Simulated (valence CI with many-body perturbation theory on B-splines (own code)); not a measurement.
**E1 line list for Eu31+**

Computed by configuration interaction combined with many-body perturbation theory (CI+MBPT): four valence electrons over a frozen Dirac-Fock core [Ar] 3d10, radial functions for each j: 11 s, 11 p, 9 d, 7 f, 5 g, 2 h, 1 i, with the one-electron correlation potential Σ1, the two-electron term Σ2, the three-electron term Σ3, Breit, model QED; selected CI, second order for the rest (own B-spline code, finite nucleus).

The last digits are not significant, and no measured levels were compared; by estimate large intervals hold to a few tenths of a per cent, small ones and those within an open d or f shell to about a per cent.

Lines 51 to 100 of 226 in falling wavelength, among levels below 2421200 cm⁻¹, chosen from the strongest by gf and those to the six lowest levels. Wavelengths and rates use the calculated energies. Electric multipoles are in the length gauge, E1 and E2 with the static RPA response of the core. Weak lines are less certain than strong ones. Lines between different terms over intervals too small for the method are left out, as are lines whose strength nearly cancels. Where a level lies close to another of its J and parity, the split of strength between their lines is uncertain. The highest levels of a list are the least certain.

Levels are named by their leading jj configuration (3d3/2^4 stands for four electrons in 3d with j = 3/2), which in mixed levels can hold well under half, so a name can repeat and another be missing. Letters in brackets count levels of one name in rising energy.

```
λ vac (nm)                           Upper                       Lower   A (s⁻¹)  S (a.u.)
     15.15      (4s 4p1/2 4p3/2^2) J=1 [b]          (4s^2 4p3/2^2) J=2  3.76e+09  1.94e-02
     15.07           (4p1/2^2 4p3/2^2) J=2      (4s 4p1/2 4p3/2^2) J=3  2.06e+10  1.74e-01
     15.05      (4s 4p1/2 4p3/2^2) J=2 [b]          (4s^2 4p3/2^2) J=2  6.73e+09  5.67e-02
     15.03          (4s^2 4p1/2 4d3/2) J=1          (4s^2 4p3/2^2) J=0  4.85e+08  2.44e-03
     14.75  (4s 4p1/2 4p3/2 4d5/2) J=2 [b]            (4s 4p3/2^3) J=2  8.40e+09  6.65e-02
     14.64  (4s 4p1/2 4p3/2 4d5/2) J=3 [b]            (4s 4p3/2^3) J=2  2.80e+09  3.04e-02
     13.96           (4p1/2^2 4p3/2^2) J=2  (4s 4p1/2 4p3/2^2) J=2 [a]  1.01e+10  6.77e-02
     13.80          (4s^2 4p1/2 4d3/2) J=1          (4s^2 4p3/2^2) J=2  2.79e+09  1.08e-02
     13.79          (4s^2 4p1/2 4d5/2) J=3          (4s^2 4p3/2^2) J=2  1.44e+09  1.31e-02
     13.48          (4s^2 4p1/2 4d5/2) J=2          (4s^2 4p3/2^2) J=2  1.64e+09  9.90e-03
     13.39  (4s 4p1/2 4p3/2 4d3/2) J=2 [a]  (4s 4p1/2 4p3/2^2) J=2 [b]  4.96e+09  2.94e-02
     12.46      (4s 4p1/2 4p3/2^2) J=2 [a]      (4s^2 4p1/2 4p3/2) J=2  2.88e+08  1.38e-03
     12.16             (4p1/2 4p3/2^3) J=1  (4s 4p1/2 4p3/2^2) J=1 [b]  1.22e+10  3.24e-02
     12.06      (4s 4p1/2 4p3/2^2) J=2 [a]      (4s^2 4p1/2 4p3/2) J=1  1.25e+10  5.42e-02
     11.88  (4s 4p1/2 4p3/2 4d5/2) J=2 [a]  (4s 4p1/2 4p3/2^2) J=2 [b]  2.30e+10  9.52e-02
     11.86          (4s 4p1/2^2 4d3/2) J=1      (4s 4p1/2^2 4p3/2) J=1  1.07e+10  2.64e-02
     11.70          (4s 4p1/2 4p3/2^2) J=3      (4s^2 4p1/2 4p3/2) J=2  8.08e+09  4.47e-02
     11.49  (4s 4p1/2 4p3/2 4d3/2) J=3 [b]  (4s 4p1/2 4p3/2^2) J=2 [b]  1.94e+10  1.02e-01
     11.41  (4s 4p1/2 4p3/2 4d5/2) J=3 [c]      (4s^2 4p1/2 4d5/2) J=2  2.17e+10  1.11e-01
     11.35                (4s 4p3/2^3) J=2          (4s^2 4p3/2^2) J=2  3.32e+10  1.20e-01
     11.33  (4s 4p1/2 4p3/2 4d5/2) J=4 [b]      (4s^2 4p1/2 4d5/2) J=3  9.29e+09  6.00e-02
     11.30  (4s 4p1/2 4p3/2 4d5/2) J=3 [d]      (4s^2 4p1/2 4d5/2) J=2  4.94e+10  2.46e-01
     11.29          (4s^2 4p1/2 4d3/2) J=2      (4s^2 4p1/2 4p3/2) J=2  6.49e+09  2.30e-02
     11.18           (4p1/2^2 4p3/2^2) J=2      (4s 4p1/2^2 4p3/2) J=1  6.28e+09  2.17e-02
     11.17  (4s 4p1/2 4p3/2 4d5/2) J=2 [b]  (4s 4p1/2 4p3/2^2) J=2 [b]  7.29e+09  2.51e-02
     11.11          (4s^2 4p3/2 4d3/2) J=1          (4s^2 4p3/2^2) J=0  1.07e+10  2.17e-02
     11.09  (4s 4p1/2 4p3/2 4d5/2) J=4 [c]      (4s^2 4p1/2 4d5/2) J=3  5.52e+10  3.35e-01
     11.09  (4s 4p1/2 4p3/2 4d5/2) J=3 [d]      (4s^2 4p1/2 4d5/2) J=3  9.81e+09  4.62e-02
     11.02  (4s 4p1/2 4p3/2 4d3/2) J=2 [c]      (4s^2 4p1/2 4d3/2) J=1  5.83e+10  1.92e-01
     10.96          (4s^2 4p1/2 4d3/2) J=2      (4s^2 4p1/2 4p3/2) J=1  2.02e+08  6.55e-04
     10.96  (4s 4p1/2 4p3/2 4d5/2) J=1 [a]      (4s^2 4p1/2 4d5/2) J=2  1.44e+10  2.80e-02
     10.95             (4p1/2 4p3/2^3) J=2      (4s^2 4p1/2 4d3/2) J=2  5.84e+10  1.89e-01
     10.83  (4s 4p1/2 4p3/2 4d3/2) J=0 [b]      (4s^2 4p1/2 4d3/2) J=1  6.02e+10  3.78e-02
     10.70      (4s 4p1/2 4p3/2^2) J=1 [a]      (4s^2 4p1/2 4p3/2) J=2  4.11e+07  7.46e-05
     10.70  (4s 4p1/2 4p3/2 4d5/2) J=2 [a]      (4s^2 4p1/2 4d3/2) J=2  2.01e+10  6.08e-02
     10.69          (4s 4p1/2^2 4d3/2) J=1      (4s 4p1/2^2 4p3/2) J=2  3.57e+09  6.46e-03
     10.67          (4s 4p1/2 4p3/2^2) J=0      (4s^2 4p1/2 4p3/2) J=1  7.86e+10  4.72e-02
     10.67          (4s 4p1/2^2 4d3/2) J=2      (4s 4p1/2^2 4p3/2) J=2  2.96e+08  8.89e-04
     10.59             (4p1/2 4p3/2^3) J=2      (4s 4p1/2 4p3/2^2) J=3  2.36e+10  6.91e-02
     10.59  (4s 4p1/2 4p3/2 4d3/2) J=1 [d]  (4s 4p1/2 4p3/2^2) J=2 [b]  2.34e+10  4.11e-02
     10.58          (4s 4p1/2^2 4p3/2) J=1          (4s^2 4p1/2^2) J=0  9.17e+10  1.61e-01
     10.54  (4s 4p1/2 4p3/2 4d3/2) J=1 [d]  (4s 4p1/2 4p3/2^2) J=1 [b]  4.78e+10  8.29e-02
     10.54  (4s 4p1/2 4p3/2 4d5/2) J=2 [c]      (4s^2 4p1/2 4d5/2) J=2  1.39e+10  4.00e-02
     10.51  (4s 4p1/2 4p3/2 4d5/2) J=1 [b]      (4s^2 4p1/2 4d5/2) J=2  7.50e+10  1.29e-01
     10.49           (4p1/2^2 4p3/2^2) J=0      (4s 4p1/2^2 4p3/2) J=1  1.27e+11  7.23e-02
     10.44  (4s 4p1/2 4p3/2 4d5/2) J=2 [d]      (4s^2 4p1/2 4d5/2) J=2  9.38e+09  2.63e-02
     10.43  (4s 4p1/2 4p3/2 4d5/2) J=3 [e]      (4s^2 4p1/2 4d5/2) J=3  7.96e+10  3.12e-01
     10.42          (4s^2 4p3/2 4d3/2) J=1          (4s^2 4p3/2^2) J=2  6.36e+10  1.07e-01
     10.41      (4s 4p1/2 4p3/2^2) J=1 [a]      (4s^2 4p1/2 4p3/2) J=1  1.09e+11  1.81e-01
     10.39  (4s 4p1/2 4p3/2 4d5/2) J=3 [d]  (4s 4p1/2 4p3/2^2) J=2 [b]  7.81e+09  3.03e-02
```
